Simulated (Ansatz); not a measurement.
Relaxation of CH7NO2Si2 (13 atoms, charge 0, multiplicity 1), to a largest force component of 0.015 eV/Å in at most 40 steps.

Level of theory: Ansatz 0.2.0, RKS r2SCAN-D4/6-31G.

```xyz
13
Properties=species:S:1:pos:R:3:forces:R:3
N -1.428 -1.241 0.828 -3.89 1.16 0.38
Si -0.246 -0.230 0.214 -2.23 1.35 -1.76
Si -0.824 1.504 -1.096 -0.56 1.09 -1.54
O 0.789 0.171 1.404 3.05 2.39 4.42
C 1.886 -0.503 0.747 1.80 -1.08 0.50
O 1.043 -1.144 -0.272 2.95 -2.55 -2.46
H -2.295 -0.630 0.870 0.43 -1.18 0.82
H -1.642 -1.909 0.131 -0.46 -2.16 -0.61
H 0.361 2.302 -1.546 0.15 -0.02 0.13
H -1.781 2.442 -0.442 -0.14 0.11 0.22
H -1.502 1.062 -2.392 0.12 -0.06 0.36
H 2.586 0.218 0.280 -0.21 -0.32 0.25
H 2.447 -1.291 1.371 -1.01 1.27 -0.70
```

Task: Where does it end, and by what steps?

Result: The run converged. Limits of this set-up: no polarisation functions. After 9 steps the energy has fallen by 2.002 eV; H8 moved furthest, 1.02 Å.

```csv
step,energy less start (eV),largest force component (eV/Å),accepted
0,0.0000,4.417,yes
1,-1.1741,2.417,yes
2,-1.6128,0.961,yes
3,-1.8143,0.633,yes
4,-1.9190,0.562,yes
5,-1.9718,0.354,yes
6,-1.9959,0.103,yes
7,-1.9993,0.142,yes
8,-2.0021,0.019,yes
9,-2.0022,0.005,yes
```

```xyz
13
Properties=species:S:1:pos:R:3
N -1.599 -1.138 0.581
Si -0.230 -0.178 0.137
Si -0.906 1.660 -1.172
O 0.953 0.167 1.448
C 1.994 -0.591 0.720
O 1.208 -1.101 -0.425
H -2.549 -0.916 0.317
H -1.508 -1.978 1.138
H 0.308 2.465 -1.518
H -1.873 2.515 -0.402
H -1.571 1.185 -2.432
H 2.789 0.075 0.377
H 2.375 -1.415 1.329
```

Whether the end is a true minimum wasn't checked by a vibrational analysis.

Time of the run: 78 s on 1 thread of Arm Neoverse V2, with other jobs on the host, peak memory 0.2 GiB.
